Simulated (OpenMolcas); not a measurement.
## Ni2+: ligand-field states by method

Ni2+ with its 6 nearest oxide ions at 2.082 Å, on the Mg site of MgO (a = 4.2112 Å, distance in the model lattice 2.106 Å). The rest of the host is ab initio model potentials to 7.6 Å, with orthogonalisation functions on the cations behind the ligands, and point charges beyond; the distance is set by hand and nothing relaxes. Ligand basis ANO-RCC-VDZP.

```yaml
Program: OpenMolcas
Basis: ANO-RCC-VTZP [6s5p3d2f1g]
Scalar_Hamiltonian: DKH2, point nucleus
Active_space: 8 electrons in 5 orbitals (3d)
State_averaging: 2S+1 = 3 even, 10 roots; 2S+1 = 1 even, 15 roots
Spin-orbit_coupling: state interaction with AMFI integrals over the reference wave functions
```

I. CASSCF
II. SS-CASPT2, IPEA 0.25 Eh, imaginary shift 0.1 Eh (closed shells correlated: 3s 3p and the ligand valence shells)
III. SS-CASPT2, IPEA 0.25 Eh, imaginary shift 0.2 Eh (closed shells correlated: 3s 3p and the ligand valence shells)

Spin-free states (labels of O, the rotations of Oh) in cm-1, each column counted from its own energy of the first state listed:

| State | Degeneracy | I | II | III |
| --- | --- | --- | --- | --- |
| 3A2 | 1 | 0 | 0 | 0 |
| 3T2 | 3 | 8245 | 10810 | 10810 |
| 3T1 | 3 | 14130 | 16670 | 16680 |
| 1E | 2 | 18495 | 12820 | 12820 |
| 1T2 | 3 | 25835 | 23320 | 23320 |
| 1A1 | 1 | 29423 | 23060 | 23070 |
| 3T1 | 3 | 29479 | 27280 | 27480 |
| 1T1 | 3 | 32434 | 29870 | 29870 |
| 1E | 2 | 37886 | 38360 | 38360 |
| 1T2 | 3 | 38551 | 38450 | 38450 |
| 1A1 | 1 | 70795 | 59980 | 60650 |

From I to II, I's first state of the same spin (3T2) moves from 8245 to 10810 cm-1, by about +2600 cm-1.

From I to II, I's first state of another spin (1E) moves from 18495 to 12820 cm-1, by about -5700 cm-1.

I: A least-squares ligand-field fit to the states below 45000 cm-1, each weighted by its degeneracy and with a free common offset, gives 10Dq = 8112 cm-1, B = 1254 cm-1 and C = 4595 cm-1 (C/B = 3.66), with an rms deviation of 71 cm-1. 

χT at 300 K: I 1.36, II 1.27, III 1.27 cm3 K/mol.

Roots that are degenerate in the reference are averaged as groups; the widest CASPT2 spread within a group is 73 cm-1 (the 2-fold group of multiplicity 1 near 38400 cm-1 above the lowest state of its run, II). Shifts and gaps below about the spread of the groups concerned are not significant. Over all roots computed the reference weight is 0.68 to 0.71 in II, 0.70 to 0.71 in III; a low but even weight reflects the number of correlated electrons. Ligand-to-metal charge-transfer states are missing. Without dynamic correlation the repulsion within the d shell is too large (B by tens of per cent), so at a given field states of lower spin stand too high (holds for I). With no ligand orbital active B as a rule stays too high, so bands that hang on it stand too high and its fall with covalency is understated (holds for I). With metal d orbitals alone and no dynamic correlation 10Dq can be off by a tenth to a fifth, either way, in oxide and fluoride hosts (holds for I). A single d shell leaves out the double-shell effect, which counts most for late 3d ions, where the CASPT2 field can be off either way by tens of per cent (holds for II; III). These CASPT2 states fit no ligand-field parameters well, so their order and spin gaps are uncertain (holds for II; III). For late 3d ions with one d shell CASPT2 can put B and the spin-flip bands somewhat low as well as high (holds for II; III). With one d shell and no ligand orbital active, 10Dq can be off by tens of per cent for divalent 3d ions, low with halides held by bare charges and at times high in hosts, and the orbital part of g and χT goes as 1/10Dq (holds for II; III). Free-ion shares, where given, are those of the reference states; single-state CASPT2 does not remix them (holds for II; III). No measured value stands beside these numbers; the geometry was set by hand and not optimised.
